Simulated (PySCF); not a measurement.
Can point charges reproduce the dipole moment of `C=CC1=C(C(C)=O)OC=P1`?

Coordinates (GFN2-xTB, Å) and charges (e) from the PBE0/pcSseg-1 density (PySCF):

```tsv
atom	x	y	z	Mulliken	IAO	Hirshfeld	ESP-fitted
C1	3.240	-0.270	-0.228	-0.1234	-0.2920	-0.0858	-0.2583
C2	1.956	-0.548	-0.031	-0.1092	-0.1394	-0.0532	-0.3227
C3	0.902	0.420	-0.227	-0.5212	-0.2051	-0.0631	+0.1979
P4	1.160	2.096	-0.779	+0.4303	+0.2928	+0.0702	-0.1233
C5	-0.536	2.299	-0.672	-0.1226	-0.1907	-0.0282	-0.0341
O6	-1.240	1.244	-0.270	-0.3629	-0.2039	-0.0328	-0.1535
C7	-0.448	0.183	-0.017	+0.2436	+0.0951	+0.0409	-0.0992
C8	-1.108	-1.046	0.437	+0.2300	+0.3667	+0.1519	+0.6955
C9	-2.607	-0.939	0.555	-0.2312	-0.4771	-0.1313	-0.5891
O10	-0.502	-2.064	0.695	-0.3743	-0.4198	-0.2181	-0.5271
H11	3.559	0.710	-0.550	+0.1290	+0.1457	+0.0389	+0.1648
H12	4.009	-1.007	-0.075	+0.1231	+0.1618	+0.0549	+0.1533
H13	1.638	-1.528	0.293	+0.1366	+0.1800	+0.0397	+0.2243
H14	-1.115	3.180	-0.889	+0.1290	+0.1828	+0.0612	+0.1761
H15	-3.012	-1.889	0.892	+0.1396	+0.1675	+0.0526	+0.1669
H16	-2.867	-0.155	1.264	+0.1418	+0.1679	+0.0511	+0.1654
H17	-3.037	-0.675	-0.409	+0.1418	+0.1678	+0.0509	+0.1630
```

**Question.** Form Σ q r in debye for every column and set it beside the full dipole.

**Answer.** The full density gives (-1.23, 1.99, -0.50) D, 2.39 D in size; dipole vectors point from the negative to the positive end.

| scheme | μx | μy | μz | size (D) | share of the full size (%) | angle to the full dipole (°) |
| --- | --- | --- | --- | --- | --- | --- |
| Mulliken | 0.64 | 3.00 | -0.99 | 3.22 | 135 | 43 |
| IAO | 0.29 | 3.51 | -1.13 | 3.70 | 155 | 36 |
| Hirshfeld | -0.68 | 2.18 | -0.61 | 2.36 | 99 | 14 |
| ESP-fitted | -1.20 | 2.05 | -0.51 | 2.42 | 101 | 1 |

**Question.** Which set comes closest?

**Answer.** Length of the difference vector: ESP-fitted 0.06 D, Hirshfeld 0.60 D, Mulliken 2.18 D, IAO 2.23 D. Closest: ESP-fitted. 

**Question.** What is left for the Hirshfeld atoms' own dipoles?

**Answer.** The Hirshfeld atoms' densities add up to the full density, so μ = Σ q r + Σ (atomic dipoles). The atomic dipoles sum to (-1.23, 1.99, -0.50) − (-0.68, 2.18, -0.61) = (-0.55, -0.19, 0.11) D, 0.60 D in size.

**Question.** With the origin at the mean of the coordinates, (0.000, 0.001, -0.001) Å, which are the largest single terms, by size, of the Hirshfeld dipole along the direction of the full one?

**Answer.** O10 +1.68, H14 +1.00, H12 -0.76, C1 +0.76, P4 +0.44 D; all 17 atoms together +2.29 D. The single terms depend on the origin, their sum doesn't.

**Question.** Give the size of the full dipole in other units.

**Answer.** 2.39 D = 0.941 au = 0.498 e·Å = 7.98 × 10⁻³⁰ C·m.

One conformer (not necessarily the lowest) at the GFN2-xTB geometry, without solvent, vibrations or thermal averaging.

The run behind these numbers computed NMR shieldings as well. On AMD EPYC 9R45, one thread, no GPU, shared host with 96 logical CPUs at a one-minute load of 15, this took 27 s (grids of density and orbitals included) and 0.94 GiB of memory at its peak.

Shape of the structure used: `[CH2:1]=[CH:2][c:3]1[p:4][cH:5][o:6][c:7]1[C:8]([CH3:9])=[O:10]`: C1–C2–C3–P4 1°, O6–C7–C8–C9 0°.
